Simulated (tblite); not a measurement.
Compound: C3H10F2Si2.
SMILES with atom numbers: `[F:1][CH2:2][CH2:3][C@H:4]([F:5])[SiH2:6][SiH3:7]` (hydrogens: H8, H9 on C2; H10, H11 on C3; H12 on C4; H13, H14 on Si6; H15, H16, H17 on Si7)

Computed with GFN2-xTB (tblite), gas phase: L-BFGS steps from a force-field or distance-geometry start until the largest atomic force falls under 0.01 eV/Å.

Step 0: E = -664.6303 eV
```
atom  x, y, z in Å  |  force x, y, z in eV/Å
F1     -2.8210    0.6065    1.2098   -0.259   0.196   0.271
C2     -2.7300    0.4639   -0.1472    0.416  -0.361   0.024
C3     -1.5740   -0.4995   -0.4300   -0.444  -0.024  -0.411
C4     -0.2491    0.1143   -0.0045   -0.940  -0.795   0.783
F5     -0.0306    1.2137   -0.7589    0.221   1.203  -0.667
Si6     1.2284   -1.0085   -0.1797    1.426  -1.287  -0.162
Si7     3.0887    0.1495    0.5356    0.190   0.294   0.302
H8     -2.5601    1.4507   -0.5780    0.070   0.099   0.004
H9     -3.6690    0.0526   -0.5008   -0.330  -0.057  -0.045
H10    -1.7675   -1.4409    0.0993    0.182   0.226  -0.040
H11    -1.5717   -0.7064   -1.5114    0.135   0.041   0.274
H12    -0.3206    0.4449    1.0444   -0.150   0.130  -0.128
H13     1.0368   -2.2342    0.6575   -0.178   0.354  -0.319
H14     1.3942   -1.4581   -1.5934   -0.287   0.108   0.359
H15     4.2857   -0.7229    0.5021   -0.233   0.232   0.024
H16     2.8951    0.6017    1.9557    0.167  -0.110  -0.541
H17     3.3578    1.3376   -0.3105    0.013  -0.248   0.271
```

Step 1: E = -664.7275 eV
```
atom  x, y, z in Å  |  force x, y, z in eV/Å
F1     -2.8247    0.6093    1.2137   -0.192   0.126   0.102
C2     -2.7240    0.4588   -0.1469   -0.081  -0.084   0.006
C3     -1.5804   -0.4998   -0.4358   -0.214  -0.057  -0.051
C4     -0.2626    0.1029    0.0067   -0.066  -0.253  -0.099
F5     -0.0274    1.2309   -0.7685    0.052   0.248  -0.043
Si6     1.2488   -1.0269   -0.1820    0.764  -0.530  -0.034
Si7     3.0914    0.1537    0.5399    0.150   0.194   0.180
H8     -2.5591    1.4521   -0.5780    0.066  -0.050   0.061
H9     -3.6737    0.0518   -0.5015   -0.128   0.023   0.030
H10    -1.7649   -1.4377    0.0987    0.118   0.126  -0.039
H11    -1.5698   -0.7058   -1.5075    0.115   0.003   0.014
H12    -0.3227    0.4468    1.0426   -0.190   0.153   0.029
H13     1.0342   -2.2291    0.6530   -0.169   0.122  -0.187
H14     1.3901   -1.4566   -1.5883   -0.236   0.020   0.158
H15     4.2824   -0.7196    0.5025   -0.151   0.190   0.031
H16     2.8975    0.6001    1.9480    0.139  -0.059  -0.374
H17     3.3579    1.3341   -0.3066    0.023  -0.172   0.216
```

Question: Estimate the geometry and energy of step 2. (The exact step hangs on the optimiser's Hessian estimate; all steps are aligned on step 1, rigid shifts and turns removed.)

Answer: E = -664.7577 eV, largest force 0.329 eV/Å
```
atom  x, y, z in Å  |  force x, y, z in eV/Å
F1     -2.8294    0.6124    1.2164   -0.162   0.081  -0.002
C2     -2.7249    0.4562   -0.1467   -0.183   0.041   0.058
C3     -1.5859   -0.5011   -0.4378    0.000   0.023  -0.001
C4     -0.2659    0.0958    0.0061    0.253  -0.038  -0.150
F5     -0.0259    1.2387   -0.7707   -0.001  -0.092   0.129
Si6     1.2682   -1.0410   -0.1831    0.324  -0.028   0.049
Si7     3.0950    0.1585    0.5444    0.093   0.063   0.040
H8     -2.5575    1.4512   -0.5766    0.052  -0.090   0.067
H9     -3.6772    0.0522   -0.5009   -0.099   0.035   0.040
H10    -1.7620   -1.4345    0.0978    0.062  -0.010   0.012
H11    -1.5670   -0.7056   -1.5066    0.067  -0.016  -0.070
H12    -0.3272    0.4504    1.0430   -0.157   0.064  -0.098
H13     1.0302   -2.2258    0.6483   -0.164  -0.059  -0.074
H14     1.3844   -1.4559   -1.5841   -0.182  -0.050  -0.012
H15     4.2787   -0.7150    0.5032   -0.049   0.133   0.036
H16     2.9009    0.5986    1.9388    0.104   0.007  -0.160
H17     3.3585    1.3299   -0.3014    0.041  -0.064   0.137
```

The energy changes by -0.0302 eV. The first-order estimate −F·Δx gives -0.0465 eV and the mean of the old and new forces, exact on a quadratic surface, -0.0304 eV. The step makes an angle of 6° with the force vector and moves no atom by more than 0.024 Å.

The cost below is that of the whole relaxation. Hardware: one thread, Arm Neoverse N1 (aarch64), shared host with 32 logical CPUs at a one-minute load of 20. Cost: 0.89 s.
